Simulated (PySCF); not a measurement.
Deuteron quadrupole couplings in `CS(=O)(=O)c1nc(C=O)no1`

Species: C₄H₄N₂O₄S.
Cartesian coordinates in Å at the GFN2-xTB level; atoms count from 1:
```
atom  x, y, z in Å
C1    -2.3076   -0.2985    0.5503
S2    -1.7735   -0.3443   -1.1626
O3    -2.3012    0.7655   -1.8915
O4    -1.9060   -1.6603   -1.7036
C5     0.0114   -0.0430   -0.9780
N6     0.6251    0.1154    0.1500
C7     1.9261    0.3008   -0.2310
C8     3.0601    0.5300    0.6846
O9     2.9752    0.5856    1.8756
N10    2.0680    0.2526   -1.5327
O11    0.8352    0.0306   -2.0219
H12   -1.7647   -1.0633    1.0893
H13   -3.3731   -0.4955    0.5675
H14   -2.0903    0.6866    0.9408
H15    4.0109    0.6458    0.1358
```

Level: PBE0/pcSseg-1 (PySCF, non-relativistic); Q(2H) = 0.00286 b; rigid geometry, the same for H and D, with no vibrational averaging.

Task: What are Vzz, η and χzz (234.96 MHz × Q × Vzz) at all hydrogens?

Result: 
```tsv
atom	bonded to	bond length (Å)	Vzz (au)	η	χzz (kHz)
H12	C1	1.082	0.3148	0.06	212
H13	C1	1.084	0.3152	0.05	212
H14	C1	1.082	0.3152	0.06	212
H15	C8	1.104	0.2693	0.03	181
```

The structure is a single GFN2-xTB conformer in the gas phase; no vibrational or solvent corrections. GFN2-xTB bond lengths can be off by several hundredths of an ångström, more for odd bonds, and the gradients follow them. With so small a basis the couplings can be 20 % off.
